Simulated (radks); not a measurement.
Spherical jellium clusters: N electrons in a uniform positive sphere of charge N and radius rs N^(1/3), rs = 5.04 bohr. Method: non-relativistic Kohn-Sham, LDA (Slater exchange, Perdew-Wang correlation), spin-polarised, spherical densities; computed with a radial shooting solver with Libxc functionals. Levels are named by radial order and angular momentum (1s, 1p, 1d, 2s, ...), and open shells are averaged over m.

N = 31, configuration 1s2 1p6 1d10 2s2 1f(up 7, down 4). This is the lowest configuration that the search found. Occupied and some empty levels:

level,occupation,eigenvalue (eV),<r> (bohr)
1s up,1,-4.0393,9.326
1s down,1,-3.9790,8.987
1p up,3,-3.6359,11.19
1p down,3,-3.5454,11.06
1d up,5,-3.1400,12.29
1d down,5,-3.0368,12.25
2s up,1,-2.9406,9.451
2s down,1,-2.8919,9.681
1f up,7,-2.5483,13.11
1f down,4,-2.4412,13.12
2p up,0,-2.1469,10.70
2p down,0,-2.1014,10.76
1g up,0,-1.8698,13.82
1g down,0,-1.7642,13.88
2d up,0,-1.3460,12.44
2d down,0,-1.2949,12.47

Energy (eV): total -57.7519, kinetic 36.011, external -1973.2, Hartree 983.20, exchange-correlation -94.761, background 991.00.
